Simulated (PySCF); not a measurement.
A structure optimised at PBE-D3(BJ)/def2-SVP, used in a PySCF frequency run:

```xyz
7

Te     0.2719     0.1065     0.7865
Cl     1.1691     1.5844    -0.8706
O     -0.3402    -1.4093    -0.3863
Si    -1.7692    -1.2507    -1.3054
H     -2.9588    -1.0058    -0.4160
H     -1.9191    -2.5590    -2.0246
H     -1.6457    -0.1225    -2.2907
```
Charge 0, spin multiplicity 1.

Write its SMILES and formula.

[SiH3]O[Te]Cl, ClH3OSiTe

What are its rotational constants (standard atomic weights)?

3.1135, 1.4456, 1.0408 GHz
